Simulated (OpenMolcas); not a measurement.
Computed levels of 4d4 in ions with 40 electrons, in cm-1 above 5D0.

| Quantity | Value |
| --- | --- |
| Program | OpenMolcas |
| Method | CASSCF |
| Basis | ANO-RCC-VTZP |
| Scalar Hamiltonian | DKH2, point nucleus |
| Spin-orbit coupling | RASSI with atomic mean-field integrals over the reference wave functions, term energies averaged over their components |

Active space for each ion: 4 electrons in 5 orbitals (4d).

```csv
Level,Mo2+,Tc3+,Rh5+,Pd6+,Ag7+
5D1,218,322,634,900,1151
5D2,619,900,1691,2323,2903
5D3,1162,1662,3006,4021,4938
5D4,1815,2558,4484,5873,7115
3H4,15883,18116,22271,24145,26210
3P0(1),16313,18306,21830,23263,25031
3H5,16375,18855,23737,26198,28787
3H6,16853,19532,24913,27706,30585
3P1(1),17554,20080,24987,27397,30014
```

**Question.** Estimate 5D4, 3H4, 3P0(1) for Ru4+ from its neighbours Tc3+ and Rh5+.

**Answer.** 5D4 is fine structure, which grows about as the fourth power of a screened charge, so the fourth roots are averaged: ((2558^0.25 + 4484^0.25) / 2)^4 = 3420. The calculation gives 3429, so the estimate is off by -0.3 %.
3H4 is another term, which grows about linearly with the charge: (18116 + 22271) / 2 = 20194. The calculation gives 20302, so the estimate is off by -0.5 %.
3P0(1) is another term, which grows about linearly with the charge: (18306 + 21830) / 2 = 20068. The calculation gives 20214, so the estimate is off by -0.7 %.

Without dynamic correlation excited terms often stand tens of per cent too high (terms of higher spin than the ground term too low), and those without a measured partner can miss by more than the paired ones. Terms from blocks run as CI alone lack orbitals of their own. Levels of configurations with an s electron are missing; early in the row they begin among the upper levels of the d shell and mix with terms of their name (holds for Mo2+). Levels of configurations outside the active space are missing.

A number in round brackets counts repeated terms of one configuration in the order of the reference energies.
